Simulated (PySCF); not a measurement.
SMILES [BH4-] (charge -1), singlet (PBE0/def2-SVP optimised geometry):

```
5

B     -0.417    -0.295     0.000
H     -0.835     0.885     0.000
H     -0.835    -0.885     1.022
H      0.835    -0.295     0.000
H     -0.835    -0.885    -1.022
```

Computed with PBE0/def2-TZVPD (PySCF).

What are the frontier orbital energies?

HOMO-2 -1.94 eV, HOMO-1 -1.94 eV, HOMO -1.94 eV, LUMO 4.14 eV, LUMO+1 7.04 eV.

On the same geometry PBE/def2-TZVPD (PySCF) gives HOMO-2 -0.66 eV, HOMO-1 -0.66 eV, HOMO -0.66 eV, LUMO 3.81 eV, LUMO+1 6.48 eV.

Meta-Löwdin charges at PBE0/def2-TZVPD: B1 -0.72, H2 -0.07, H3 -0.07, H4 -0.07, H5 -0.07.
